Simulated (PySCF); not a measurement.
# Unknowns

All values are calculated (PySCF 2.14.0 with density-fitted response routines): shieldings: GIAO PBE0/pcSseg-1, geometry: GFN2-xTB. Single conformer, fast rotation and ring inversion assumed for equivalent nuclei, relativity neglected, in vacuum.

Scale: $^{1}$H and $^{13}$C against TMS (reference shieldings calculated alike). Where no couplings were computed, multiplicities follow the n + 1 count of equivalent neighbours, and m marks all less simple cases (inequivalent or close neighbours, rings, F or P nearby). Shifts are as computed. Against solution values, carbons near 30 ppm lie about +3 ppm off and those near 130 ppm about +5 ppm. Of 1211 compounds with measured shifts, 218 miss one by over three times the rms of a fit or turn the order of signals round; such compounds aren't used in these exercises.

(1) C8H13N. $^{1}$H NMR (300 MHz, computed): δ 6.49 (m, 1H), 6.39 (m, 1H), 6.16 (m, 1H), 3.70 (s, 3H), 2.51 (t, 2H), 1.48 (m, 2H), 0.81 (t, 3H). $^{13}$C{$^{1}$H} NMR (computed): δ 130.5, 125.4, 123.6, 113.2, 36.8, 32.8, 28.6, 14.2. Identify the compound.

(2) C7H13NOSi. $^{1}$H NMR (500 MHz, computed): δ 5.36 (m, 1H), 3.98 (sept, 1H), 2.41 (m, 1H), 2.05 (m, 2H), 1.92 (m, 2H), 1.31 (d, 6H). $^{13}$C{$^{1}$H} NMR (computed): δ 129.2 (C), 71.3 (CH), 30.3 (CH2), 27.7 (CH3), 13.4 (CH). Identify the compound.

(3) C7H8O. $^{1}$H NMR (500 MHz, computed): δ 4.40 (m, 1H), 3.91 (m, 1H), 3.89 (m, 1H), 2.81 (m, 1H), 2.66 (m, 1H), 2.58 (m, 1H), 1.61 (d, 1H), 1.50 (m, 1H). $^{13}$C{$^{1}$H} NMR (computed): δ 88.4 (C), 86.3 (CH), 77.8 (CH), 72.2 (CH2), 47.2 (CH), 44.0 (CH), 40.6 (CH2). Give a structure.

(4) C7H8O. $^{1}$H NMR (400 MHz, computed): δ 9.75 (s, 1H), 6.81 (m, 1H), 5.99 (d, 1H), 2.70 (m, 2H), 1.15 (t, 3H). $^{13}$C{$^{1}$H} NMR (computed): δ 179.9 (CH), 169.2 (CH), 113.2 (CH), 101.8 (C), 97.7 (C), 30.6 (CH2), 15.6 (CH3). What is it?

Results:

(1) `InChI=1S/C8H13N/c1-3-4-8-5-6-9(2)7-8/h5-7H,3-4H2,1-2H3`. Rings plus π bonds: 3 (1 ring in the answer). 8 carbon signals for 8 carbons: no two carbons are equivalent. Carbon types of the structure: 1 × C, 3 × CH, 2 × CH2, 2 × CH3, which accounts for all hydrogens. δC 130.5: substituted aromatic carbon. δC 125.4, 123.6: aromatic CH next to a ring nitrogen. δC 113.2: aromatic CH. δH 6.49, 6.39: hydrogen on an aromatic CH next to a ring nitrogen; ring-current deshielding.

The data come from this structure; uniqueness wasn't tested.

(2) SMILES CC(C)O[Si@H]1C[C@@H](C#N)C1. Rings plus π bonds: 3 (1 ring in the answer). 5 carbon signals for 7 carbons: some carbons are equivalent by symmetry or fast rotation. Carbon types of the structure: 1 × C, 2 × CH, 2 × CH2, 2 × CH3, leaving 1 H on heteroatoms. δC 129.2: nitrile carbon; C≡N carbons fall here, among the sp2 signals but without a proton. δC 71.3: sp3 CH bonded to O; the inductive effect lowers its shielding. δC 13.4: sp3 CH α to a nitrile; aliphatic region, no heteroatom directly attached. δH 3.98: hydrogen on an sp3 CH bonded to O; its carbon carries O, an electronegative neighbour.

The shifts were computed for this structure.

(3) `C#C[C@@H]1[C@H]2CO[C@@H]1C2`. Rings plus π bonds: 4 (2 rings in the answer). 7 carbon signals for 7 carbons: no two carbons are equivalent. Carbon types of the structure: 1 × C, 4 × CH, 2 × CH2, which accounts for all hydrogens. δC 88.4: alkyne carbon; sp carbons lie upfield of alkene carbons because the cylindrical π system leaves one tensor component strongly shielded. δC 86.3: sp3 CH bonded to O; deshielded by the electronegative neighbour. δC 77.8: terminal alkyne carbon; the triple bond shields along its axis, which puts it between sp3 and sp2 carbons. δC 72.2: sp3 CH2 bonded to O; the inductive effect lowers its shielding.

This is the structure that produced the data.

(4) SMILES CC/C=C\C#CC=O. The formula gives 4 degrees of unsaturation (no ring in the answer). 7 carbon signals for 7 carbons: no two carbons are equivalent. Carbon types of the structure: 2 × C, 3 × CH, 1 × CH2, 1 × CH3, which accounts for all hydrogens. δC 179.9: aldehyde carbonyl carbon; the double bond to the heteroatom, with no lone-pair donor beside it, deshields it most. δC 169.2, 113.2: alkene CH. δC 101.8, 97.7: alkyne carbon; sp carbons lie upfield of alkene carbons because the cylindrical π system leaves one tensor component strongly shielded. δH 9.75: hydrogen on an aldehyde carbonyl carbon; deshielded by the polar, anisotropic C=O bond.

The shifts were computed for this structure.
